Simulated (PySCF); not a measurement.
# Partial charges of `C/C=N\N([SiH3])CCCC`

Compound: C6H16N2Si.
Atom-mapped SMILES: `[CH3:1]/[CH:2]=[N:3]\[N:4]([SiH3:5])[CH2:6][CH2:7][CH2:8][CH3:9]` (hydrogens: H10, H11, H12 on C1; H13 on C2; H14, H15, H16 on Si5; H17, H18 on C6; H19, H20 on C7; H21, H22 on C8; H23, H24, H25 on C9)

Structure used (GFN2-xTB), in Å, numbered top down from 1:
```xyz
25
C6H16N2Si angstrom
C      3.6571    0.8525    0.4328
C      2.7034    0.7973   -0.7236
N      1.6112    0.1894   -0.9015
N      0.9720   -0.6541   -0.0678
Si     1.4300   -1.3359    1.4678
C     -0.3753   -0.8857   -0.5650
C     -1.3675    0.1430   -0.0233
C     -2.7901   -0.1292   -0.5031
C     -3.7730    0.9127    0.0168
H      4.4012    0.0597    0.3516
H      3.1394    0.7408    1.3824
H      4.1796    1.8071    0.4232
H      2.9906    1.3870   -1.5877
H      1.2499   -0.4048    2.5926
H      2.8132   -1.7971    1.3856
H      0.5300   -2.4738    1.6411
H     -0.6940   -1.8909   -0.2829
H     -0.3375   -0.8197   -1.6551
H     -1.0513    1.1369   -0.3473
H     -1.3369    0.1194    1.0690
H     -3.0993   -1.1208   -0.1642
H     -2.8076   -0.1325   -1.5952
H     -3.5001    1.9038   -0.3385
H     -3.7742    0.9283    1.1047
H     -4.7815    0.6909   -0.3246
```

Density: PBE0/pcSseg-1 (PySCF); schemes: Mulliken, IAO, Hirshfeld and ESP-fitted. One conformer (not necessarily the lowest) at the GFN2-xTB geometry, without solvent, vibrations or thermal averaging.

Question: Atoms with like bonding are taken together and averaged. At which atom do the 4 schemes differ most?

Answer: At N4: from -0.614 (Mulliken) to +0.234 e (ESP-fitted), 0.848 e apart.

Question: For which atoms does the sign change between the 4 schemes (beyond +0.03 e in one, beyond −0.03 e in another)?

Answer: C2, N4, C6, C7 and C8.

Question: Which atoms carry the highest charge in the Mulliken, IAO, Hirshfeld and ESP-fitted schemes?

Answer: All schemes agree: Mulliken Si5 (+0.577); IAO Si5 (+0.697); Hirshfeld Si5 (+0.343); ESP-fitted Si5 (+0.327).

Question: Tabulate the Mulliken, IAO, Hirshfeld and ESP-fitted charges.

Answer: In e; atoms taken as equivalent share a row and are averaged (×n: the atom named and its like, n in all):

```
       atom                   environment  Mulliken     IAO  Hirshfeld  ESP-fitted
         C1                 methyl carbon    -0.299  -0.456     -0.120      -0.512
         C2                    C=N carbon    -0.026  -0.060     -0.002      +0.321
         N3                  C=N nitrogen    -0.205  -0.173     -0.098      -0.574
         N4        silicon-bound nitrogen    -0.614  -0.369     -0.108      +0.234
        Si5                  SiH3 silicon    +0.577  +0.697     +0.343      +0.327
         C6  sp3 carbon bound to nitrogen    +0.071  -0.139     -0.030      -0.475
         C7              chain CH2 carbon    -0.251  -0.259     -0.076      +0.242
         C8              chain CH2 carbon    -0.289  -0.248     -0.064      +0.191
         C9                 methyl carbon    -0.255  -0.415     -0.117      -0.418
H10/H11/H12               methyl hydrogen    +0.143  +0.154     +0.046      +0.146
        H13      hydrogen on a C=N carbon    +0.098  +0.148     +0.038      +0.041
H14/H15/H16                 Si–H hydrogen    -0.089  -0.130     -0.077      -0.084
    H17/H18            methylene hydrogen    +0.117  +0.140     +0.036      +0.131
    H19/H20            methylene hydrogen    +0.121  +0.128     +0.032      -0.027
    H21/H22            methylene hydrogen    +0.114  +0.128     +0.036      -0.025
H23/H24/H25               methyl hydrogen    +0.109  +0.137     +0.039      +0.093
```

Mean size of the charges over all atoms: IAO 0.201 e, ESP-fitted 0.187 e, Mulliken 0.176 e, Hirshfeld 0.068 e. Each set sums to the total charge, 0, to within 0.001 e. The Mulliken scheme gives each basis function's population to the atom it is centred on and halves the overlap population of two atoms between them. The ESP scheme is a least-squares fit of atom-centred charges to the potential on four shells outside the van der Waals surface, with the total charge fixed.

Some averages cover members that differ in this geometry: H17/H18, ESP-fitted +0.108 to +0.153; H19/H20, ESP-fitted -0.045 to -0.008; H17/H18, IAO +0.127 to +0.152 e.

Question: How many electrons does the Mulliken scheme count on N3?

Answer: Z − q = 7 − (-0.205) = 7.205.

Question: Sum the charges by element, for elements with more than one atom.

Answer: 
```tsv
element	atoms	Mulliken	IAO	Hirshfeld	ESP-fitted
C	6	-1.049	-1.577	-0.409	-0.652
N	2	-0.819	-0.542	-0.206	-0.340
H	16	+1.291	+1.422	+0.272	+0.665
```

Question: How closely do the schemes follow one another over all atoms?

Answer: Correlation coefficient and root-mean-square difference: IAO with Hirshfeld 0.95, 0.158 e; Mulliken with IAO 0.94, 0.086 e; Mulliken with Hirshfeld 0.89, 0.149 e; Hirshfeld with ESP-fitted 0.52, 0.213 e; IAO with ESP-fitted 0.50, 0.244 e; Mulliken with ESP-fitted 0.29, 0.281 e.
